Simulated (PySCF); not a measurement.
HAl (SMILES [AlH]), singlet, geometry from GFN2-xTB (such geometries of metal compounds can be far from the true shape), atoms displaced at random by about 0.08 Å a coordinate.

The PySCF input:
```python
from pyscf import gto, scf, dft

mol = gto.M(
    atom='''
Al   -0.16640085   -0.09240233   -0.22046196
H    -0.08362470   -0.09804886    1.50608781
''',
    basis='def2-tzvp',
    verbose=3,
)

mf = dft.RKS(mol)
mf.xc = 'pbe0'
mf.kernel()
g = mf.nuc_grad_method()
grad = g.kernel()
```

Problem. What does this run give for the total energy, nuclear repulsion energy, Mulliken (on the basis functions themselves) charges in atom order, HOMO-LUMO gap, HOMO energy, number of basis functions?

Solution. 
The total energy is -242.8592 Eh. The nuclear repulsion energy comes out as 3.9798 Eh, the Mulliken (on the basis functions themselves) charges in atom order is Al1 0.15, H2 -0.15 and the HOMO-LUMO gap is 4.04 eV. The HOMO energy is -5.86 eV. The number of basis functions is 43.
